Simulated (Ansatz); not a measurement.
A further run on BiH₂F.

```yaml
crystal:
  periodic: [false, false, false]
  atoms:
    - {symbol: Bi, position_ang: [0.008615, 0.029031, 0.784569]}
    - {symbol: H, position_ang: [1.524423, 0.055718, -0.219183]}
    - {symbol: H, position_ang: [-0.660835, 1.370681, -0.243876]}
    - {symbol: F, position_ang: [-0.872203, -1.455430, -0.321509]}
basis:
  gaussian: {orbitals: def2-mTZVP}
hamiltonian: {xc: {name: revPBE}, dispersion: d4}
scf: {omitted_lower_state_checks: [starts]}
```

```sh
$ ansatz run in.yaml --threads 2 --pin off --events-out ev --progress --plain --max-ram 4352MiB
```

Output, abridged:

```
Functional definition: revPBE
563 factors; their error is unknown
mean field evaluation 1: about -8588.6506 eV, gradient 4.5e1 eV
mean field evaluation 2: about -8516.5095 eV, gradient 2.0e2 eV
mean field evaluation 4: about -8591.7613 eV, gradient 1.2e1 eV
mean field evaluation 8: about -8592.1960 eV, gradient 1.0e-1 eV
mean field -8592.19598678 eV, -315.7573785147 hartree, gradient 8.8e-5 eV, S^2 0.000000; 0 other end points of the search recorded, 0 dependent functions left out
reference -8592.19603049 eV, -315.7573801207 hartree; 17, 17 occupied and 44, 44 virtual orbitals, 563 factors
Total energy: -8592.34750245 eV, -315.7629466126 hartree
Checks for a lower state left out: starts
```

Hardware: 2 threads of Arm Neoverse V1 on a shared host. Wall time 0.45 s.

In the def2 sets Bi takes a core potential; there is no spin–orbit coupling.
